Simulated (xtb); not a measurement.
calcium atom (Ca), singlet (GFN-xTB shapes and energies of metal compounds can be far from the true ones); xtb 6.7.1 with GFN1-xTB.

Here is a job for xtb.
```
$ xtb mol.xyz --gfn 1 --chrg 0 --uhf 0 --json

# file mol.xyz
1

Ca     0.00000000     0.00000000     0.00000000
```

Predict the main parts of the log of this xtb run.


```
   ID    Z sym.   atoms
    1   20 Ca     1

           -------------------------------------------------
          |                Calculation Setup                |
           -------------------------------------------------

           -------------------------------------------------
          |                 G F N 1 - x T B                 |
           -------------------------------------------------

          ...................................................
          :                      SETUP                      :
          :.................................................:
          :  # basis functions                  10          :
          :  # atomic orbitals                   9          :
          :  # shells                            3          :
          :  # electrons                         2          :
          :  # halogen bonds                     0          :
          :  max. iterations                   250          :
          :  Hamiltonian                  GFN1-xTB          :
          :  restarted?                      false          :
          :  GBSA solvation                  false          :
          :  PC potential                    false          :
          :  electronic temp.          300.0000000     K    :
          :  accuracy                    1.0000000          :
          :  -> integral cutoff          0.2500000E+02      :
          :  -> integral neglect         0.1000000E-07      :
          :  -> SCF convergence          0.1000000E-05 Eh   :
          :  -> wf. convergence          0.2000000E-04 e    :
          :  Broyden damping             0.4000000          :
          :  net charge                          0          :
          :  unpaired electrons                  0          :
          ...................................................

 iter      E             dE          RMSdq      gap      omega  full diag
   1     -0.5864589 -0.586459E+00  0.000E+00    5.23       5.2  T
   2     -0.5864589  0.000000E+00  0.000E+00    5.23       5.2  T
   3     -0.5864589  0.000000E+00  0.000E+00    5.23       5.2  T

   *** convergence criteria satisfied after 3 iterations ***

         :::::::::::::::::::::::::::::::::::::::::::::::::::::
         ::                     SUMMARY                     ::
         :::::::::::::::::::::::::::::::::::::::::::::::::::::
         :: total energy              -0.586458938811 Eh    ::
         :: gradient norm              0.000000000000 Eh/a0 ::
[...]
         :: dispersion energy          0.000000000000 Eh    ::
         :: halogen bond corr.         0.000000000000 Eh    ::
         :: add. restraining           0.000000000000 Eh    ::
         :: total charge               0.000000000000 e     ::
         :::::::::::::::::::::::::::::::::::::::::::::::::::::

           -------------------------------------------------
          |                Property Printout                |
           -------------------------------------------------

    * Orbital Energies and Occupations

         #    Occupation            Energy/Eh            Energy/eV
      -------------------------------------------------------------
         1        2.0000           -0.2932295              -7.9792 (HOMO)
         2                         -0.1011472              -2.7524 (LUMO)
         3                         -0.1011472              -2.7524
         4                         -0.1011472              -2.7524
         5                         -0.1011472              -2.7524
         6                         -0.1011472              -2.7524
         7                         -0.0924983              -2.5170
         8                         -0.0924983              -2.5170
         9                         -0.0924983              -2.5170
      -------------------------------------------------------------
                  HL-Gap            0.1920823 Eh            5.2268 eV
             Fermi-level           -0.1971883 Eh           -5.3658 eV

  Mulliken/CM5 charges         n(s)   n(p)   n(d)
     1Ca    0.00000  0.00000   2.000  0.000  0.000

Wiberg/Mayer (AO) data.
largest (>0.10) Wiberg bond orders for each atom

 ---------------------------------------------------------------------------
     #   Z sym  total        # sym  WBO       # sym  WBO       # sym  WBO
 ---------------------------------------------------------------------------
     1  20 Ca   0.000
 ---------------------------------------------------------------------------

 dipole moment from electron density (au)
     X       Y       Z
   0.0000   0.0000   0.0000  total (Debye):    0.000

           -------------------------------------------------
          | TOTAL ENERGY               -0.586458938811 Eh   |
          | GRADIENT NORM               0.000000000000 Eh/α |
          | HOMO-LUMO GAP               5.226825000000 eV   |
           -------------------------------------------------

normal termination of xtb
```
